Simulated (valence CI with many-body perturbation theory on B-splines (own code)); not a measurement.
Missing levels of Ir56+

Computed by relativistic CI+MBPT: three valence electrons over a frozen Dirac-Fock core [Ar], a basis of 7 s, 7 p, 8 d, 6 f, 4 g, 1 h functions for each j, with the one-electron correlation potential Σ1, the two-electron term Σ2, the three-electron term Σ3, Breit, model QED; selected CI, second order for the rest, scaled by the run's own slope (own B-spline code, finite nucleus).

The last digits are not significant, and no measured levels were compared; by estimate large intervals hold to a few tenths of a per cent, small ones and those within an open d or f shell to about a per cent. Excitations out of the core, of the other parity, are not computed and may begin above about 245 eV (a cautious bound); beyond it only levels of the ground parity were kept, without lifetimes. Only levels of the ground parity were solved; by the run's estimate the other parity begins above the list, which can be wrong where configurations are misplaced.

| Level | E (cm⁻¹) |
| --- | --- |
| (3d3/2^3) J=3/2 | 0 |
| (3d3/2^2 3d5/2) J=5/2 [a] | 649250 |
| (3d3/2^2 3d5/2) J=3/2 | 701970 |
| (3d3/2^2 3d5/2) J=9/2 | 732130 |
| (3d3/2^2 3d5/2) J=7/2 | ? |
| (3d3/2^2 3d5/2) J=1/2 | 747790 |
| (3d3/2^2 3d5/2) J=5/2 [b] | 950230 |
| (3d3/2 3d5/2^2) J=7/2 [a] | 1371300 |
| (3d3/2 3d5/2^2) J=9/2 | ? |
| (3d3/2 3d5/2^2) J=3/2 [a] | 1456200 |
| (3d3/2 3d5/2^2) J=1/2 | 1481300 |
| (3d3/2 3d5/2^2) J=11/2 | ? |
| (3d3/2 3d5/2^2) J=5/2 [a] | ? |
| (3d3/2 3d5/2^2) J=5/2 [b] | ? |
| (3d3/2 3d5/2^2) J=7/2 [b] | 1571400 |
| (3d3/2 3d5/2^2) J=3/2 [b] | 1747000 |
| (3d5/2^3) J=9/2 | ? |
| (3d5/2^3) J=3/2 | 2252800 |
| (3d5/2^3) J=5/2 | 2339000 |

Levels are named by their leading jj configuration (3d3/2^4 stands for four electrons in 3d with j = 3/2), which in mixed levels can hold well under half, so a name can repeat and another be missing. Letters in brackets count levels of one name in rising energy.

Problem. The levels stand in rising order. What does the calculation give for the missing energies?

Solution. (3d3/2^2 3d5/2) J=7/2 735130; (3d3/2 3d5/2^2) J=9/2 1410800; (3d3/2 3d5/2^2) J=11/2 1490400; (3d3/2 3d5/2^2) J=5/2 [a] 1492300; (3d3/2 3d5/2^2) J=5/2 [b] 1570600; (3d5/2^3) J=9/2 2133600.
